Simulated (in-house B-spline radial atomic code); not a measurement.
Checks on a self-consistent run for an ion of nuclear charge 56.1 with 55 electrons, [Xe] 6s1. Computed with a B-spline radial code for spherical atoms: Dirac-Hartree-Fock, average of configuration, Fermi nucleus of rms radius 4.8378 fm.

```csv
orbital,q,ε (Eh),<1/r>,<r²>,small-component weight
1s1/2,2,-1389.51909,60.8287,0.000884615,0.042964
2s1/2,2,-223.83680,14.3063,0.0140611,0.0093022
2p1/2,2,-210.31154,14.2487,0.0103873,0.0092932
2p3/2,4,-196.12140,13.0079,0.0116505,0.0087734
3s1/2,2,-49.16679,5.15933,0.0959693,0.0028345
3p1/2,2,-43.45447,5.06048,0.0910818,0.0027649
3p3/2,4,-40.64072,4.75594,0.0985952,0.0026268
3d3/2,4,-30.74280,4.60359,0.0815638,0.0024907
3d5/2,6,-30.15147,4.52551,0.0837166,0.0024493
4s1/2,2,-10.57446,2.0951,0.508052,0.00082964
4p1/2,2,-8.40755,1.98834,0.54882,0.00076563
4p3/2,4,-7.81527,1.89543,0.589326,0.00072597
4d3/2,4,-4.19896,1.6656,0.726213,0.00058279
4d5/2,6,-4.09671,1.64093,0.744115,0.00057077
5s1/2,2,-1.85254,0.793418,3.04548,0.00016545
5p1/2,2,-1.19947,0.70128,3.86615,0.00013288
5p3/2,4,-1.11365,0.669007,4.19312,0.00012289
6s1/2,1,-0.36995,0.278521,22.0317,2.2819e-05
```

Electron-electron repulsion V_ee = 2965.8154 hartree.

(1) What total energy follows from the eigenvalues?

(2) Does the Dirac virial theorem hold?

(3) What diamagnetic shielding (Lamb formula) and susceptibility (Langevin formula) do the radii give?

Answers

(1) The eigenvalues count the repulsion twice, so E = Σqε - V_ee = -5205.036 - 2965.815 = -8170.851 hartree; the run printed -8170.851.

(2) For a point nucleus E = -2c²Σq·w, with w the small-component weight. Here Σq·w = 0.21754 and c = 137.0360, so the ratio E/(-2c²Σq·w) is 1.000075; the finite nucleus accounts for the departure from 1.

(3) σ = (α²/3)Σq<1/r> = 354.03/(3·137.036²) = 6284.2 ppm, and χ = -0.79199×10⁻⁶·Σq<r²> = -52.4×10⁻⁶ cm³/mol with Σq<r²> = 66.162 bohr². Both are non-relativistic formulas without the paramagnetism of open shells; for so heavy an element the full relativistic shielding is larger by tens of per cent.
